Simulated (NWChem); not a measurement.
System: C2H7NSi; SMILES C/N=C\[SiH3]

Input file for NWChem:

```
start job
memory heap 200 mb stack 900 mb global 1100 mb
geometry units angstroms noautosym nocenter noautoz
  C     -0.769318    -1.716167     0.094463
  N      0.617003    -1.327271     0.162746
  C      0.939612    -0.089119     0.085162
  Si    -0.203298     1.450587    -0.122646
  H     -1.501305    -0.877790    -0.026624
  H     -0.906459    -2.425516    -0.749665
  H     -1.033593    -2.281871     1.013523
  H      2.030574     0.129291     0.146049
  H     -0.995037     1.394667    -1.402789
  H     -1.170058     1.592263     1.023671
  H      0.686884     2.661023    -0.157019
end
basis spherical
  * library def2-tzvp
end
dft
  xc b3lyp
  iterations 150
  semidirect filesize 400000000
end
property
  efieldgrad
end
task dft property
```

NWChem printed, in part:

```
             Northwest Computational Chemistry Package (NWChem) 7.3.0
             --------------------------------------------------------

                             Geometry "geometry" -> ""
                             -------------------------

 Output coordinates in angstroms (scale by  1.889725989 to convert to a.u.)

  No.       Tag          Charge          X              Y              Z
 ---- ---------------- ---------- -------------- -------------- --------------
    1 C                    6.0000    -0.76931800    -1.71616700     0.09446300
    2 N                    7.0000     0.61700300    -1.32727100     0.16274600
    3 C                    6.0000     0.93961200    -0.08911900     0.08516200
    4 Si                  14.0000    -0.20329800     1.45058700    -0.12264600
    5 H                    1.0000    -1.50130500    -0.87779000    -0.02662400
    6 H                    1.0000    -0.90645900    -2.42551600    -0.74966500
    7 H                    1.0000    -1.03359300    -2.28187100     1.01352300
    8 H                    1.0000     2.03057400     0.12929100     0.14604900
    9 H                    1.0000    -0.99503700     1.39466700    -1.40278900
   10 H                    1.0000    -1.17005800     1.59226300     1.02367100
   11 H                    1.0000     0.68688400     2.66102300    -0.15701900

 Effective nuclear repulsion energy (a.u.)     154.8564598387

                              NWChem Property Module
                              ----------------------

  itol2e modified to match energy
  convergence criterion.

                                 NWChem DFT Module
                                 -----------------

 Summary of "ao basis" -> "ao basis" (spherical)
 ------------------------------------------------------------------------------
       Tag                 Description            Shells   Functions and Types
 ---------------- ------------------------------  ------  ---------------------
 C                         def2-tzvp                11       31   5s3p2d1f
 N                         def2-tzvp                11       31   5s3p2d1f
 Si                        def2-tzvp                13       37   5s5p2d1f
 H                         def2-tzvp                 4        6   3s1p

  itol2e modified to match energy
  convergence criterion.

[...]

          -----------------------
          Electric field gradient
          -----------------------

 1 a.u. = 0.324123 10**(16) esu/cm**3  ( or statvolts/cm**2 ) = 0.97174 10**(22) v/m**2

 ------------------------------------------------------------
   Atom      X         Y         Z
 ------------------------------------------------------------
    1 C   -1.45380  -3.24309   0.17851
 ------------------------------------------------------------

 Electric field gradient in molecular frame (a.u.)
         XX             YY             ZZ             XY             XZ             YZ
 ------------------------------------------------------------------------------------------
       -0.181133       0.078961       0.102172      -0.038721      -0.017359      -0.000804

 Principal components (a.u.) and orientation
 of principal axis w.r.t. absolute frame                      Asymmetry parameter eta
 --------------------------------------------------------------------------------------
       -0.187806       0.103358       0.084448                       0.100691

        0.987849      -0.071686      -0.137899
        0.143565       0.081020       0.986319
        0.059533       0.994131      -0.090327

 ------------------------------------------------------------
   Atom      X         Y         Z
 ------------------------------------------------------------
    2 N    1.16597  -2.50818   0.30755
 ------------------------------------------------------------

 Electric field gradient in molecular frame (a.u.)
         XX             YY             ZZ             XY             XZ             YZ
 ------------------------------------------------------------------------------------------
        0.257096       0.585535      -0.842631      -0.658096       0.134574      -0.165663

 Principal components (a.u.) and orientation
 of principal axis w.r.t. absolute frame                      Asymmetry parameter eta
 --------------------------------------------------------------------------------------
        1.122762      -0.865828      -0.256934                       0.542318

       -0.612238      -0.071687       0.787417
        0.783271       0.080968       0.616386
       -0.107943       0.994135       0.006579

 ------------------------------------------------------------
   Atom      X         Y         Z
 ------------------------------------------------------------
    3 C    1.77561  -0.16841   0.16093
 ------------------------------------------------------------

 Electric field gradient in molecular frame (a.u.)
         XX             YY             ZZ             XY             XZ             YZ
 ------------------------------------------------------------------------------------------
        0.191325       0.186695      -0.378020       0.016934       0.040152      -0.045311

 Principal components (a.u.) and orientation
 of principal axis w.r.t. absolute frame                      Asymmetry parameter eta
 --------------------------------------------------------------------------------------
       -0.384606       0.206102       0.178505                       0.071754

       -0.071688       0.754602      -0.652256
        0.080972       0.656182       0.750245
        0.994135       0.000969      -0.108142

 ------------------------------------------------------------
   Atom      X         Y         Z
 ------------------------------------------------------------
    4 Si  -0.38418   2.74121  -0.23177
 ------------------------------------------------------------

[...]
```

Level: B3LYP/def2-TZVP. Geometry: optimised at PBE-D3(BJ)/def2-SVP. B3LYP is NWChem's, with the RPA form of VWN correlation. NWChem prints the field gradient with the sign opposite to the second derivative of the potential.
